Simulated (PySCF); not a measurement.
**AlBr3: computed shieldings and shifts**

AlBr3, point group D3h.

Geometry (Å), atoms numbered from 1 in this order:
```xyz
4

Al   -0.0049   -0.0023   -0.0007
Br    2.2270   -0.0307    0.0161
Br   -1.0776    1.9572   -0.0236
Br   -1.1445   -1.9241    0.0082
```

GIAO calculations in PySCF on the PBE0-D3(BJ)/def2-SVP structure: isolated species, non-relativistic, equivalent atoms averaged; basis pcSseg-1 (pcSseg-2 on Al).

Q: Give the isotropic shieldings (ppm) with B3LYP, PBE, PBE0.

A: 
| atoms | environment | B3LYP | PBE | PBE0 |
| --- | --- | --- | --- | --- |
| Br2/Br3/Br4 | bromine bonded to Al | 2486 | 2426 | 2518 |
| Al1 | aluminium bonded to 3 Br | 362.5 | 361.0 | 375.4 |
| HOMO–LUMO gap (eV) | – | 6.60 | 5.00 | 7.12 |

Q: And the chemical shifts, against references computed in the same way?

A: 
```
      atoms  nucleus, reference  B3LYP    PBE   PBE0
Br2/Br3/Br4           79Br, HBr     59    126     66
        Al1  27Al, [Al(H2O)6]3+  208.6  199.9  200.8
```

Q: Which part of the shielding of Br2/Br3/Br4 depends on the functional?

A: Diamagnetic: B3LYP 3123, PBE 3123, PBE0 3123 ppm; paramagnetic: B3LYP -637, PBE -697, PBE0 -605 ppm. The diamagnetic part, set mainly by inner electrons, hardly moves; the paramagnetic part goes with low-lying magnetically allowed excitations and carries the spread.

Relativistic effects, spin–orbit coupling among them, are left out; they matter for Br and for the light atoms bonded to it.
